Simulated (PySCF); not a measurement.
## From computed data to an observable: refractive index and permittivity of the vapour

C3H9FOSi, SMILES CC(C)(F)[SiH2]O.

The structure is a stationary point at r2SCAN-D4/def2-SVP. This is a generated structure with no PubChem entry under its InChIKey; it may be hypothetical. One conformer was computed; it need not be the lowest.

M06-2X/def2-TZVP in PySCF gives a mean static polarisability of 65.2 bohr³ and a dipole moment of 1.83 D. Take an ideal gas at 298.15 K and 1 bar, whether or not the substance is that volatile.

**Question.** Work out n − 1 in the optical limit and the static ε − 1.

**Answer.** 
Polarisability volume α' = 65.2 × 0.148185 = 9.66 Å³. Number density N = p/kT = 2.43e-5 Å⁻³.
Dilute limit of Lorentz–Lorenz: n − 1 = 2π N α' = 0.0015.
Orientation term of Debye: μ²/(3kT) = 8.098 Å³ × μ²(D²) = 27.12 Å³.
ε − 1 = 4π N (α' + μ²/3kT) = 0.011. Orientation of the dipole supplies 74 % of the static response; it can't follow optical fields. Vibrational polarisation and dispersion are left out.
